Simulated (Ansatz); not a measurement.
Ideal-gas functions of AgBrH$_{2}$O, SMILES `[OH2+][Ag-][Br]` at 800 K and 1 bar, from an Ansatz frequency run at PBE0-D4/def2-TZVP.

Molar mass 205.79 g/mol, point group Cs (symmetry number 1), electronic degeneracy 1, moments of inertia 1.545, 442.296, 443.151 u Å². Harmonic wavenumbers (cm⁻¹, unscaled): 71, 71, 221, 306, 354, 516, 1630, 3836, 3934.

Use S(trans) = R[1.5 ln M + 2.5 ln T − 1.1517]; rotational temperatures θ = 24.2544 K / I; S(rot) = R[ln(√π/σ · √(T³/θAθBθC)) + 1.5]; for each mode x = 1.438777 ν̃/T, S = R[x/(eˣ − 1) − ln(1 − e⁻ˣ)] and H = RT x/(eˣ − 1); 1 cm⁻¹ = 0.0119627 kJ/mol; R = 8.31446 J/(mol·K).

Question: By hand: the entropy, in J/(mol·K).

Answer: Translation 195.8. Rotation: θ = 15.6986, 0.0548, 0.0547 K, giving 113.3. Vibration, mode by mode: 25.43, 25.43, 16.04, 13.38, 12.21, 9.23, 1.83, 0.07, 0.06, in all 103.7. Electronic 0.0. Sum 412.8 J/(mol·K).

Question: By hand: H − E and G − E in kJ/mol, counted from the electronic energy.

Answer: Zero-point energy ½ × 10939 × 0.0119627 = 65.4; thermal vibration 32.9; translation, rotation and pV give 4 RT = 26.6. H − E = 124.9 kJ/mol, and G − E = 124.9 − 800 × 412.8/1000 = -205.3 kJ/mol.

Vibration gives 25 % of the entropy, 50.9 J/(mol·K) of it from the modes under 150 cm⁻¹: soft modes count most, and the harmonic formula is weakest for them. The sum counts one conformer and one mirror image; others add a mixing term.
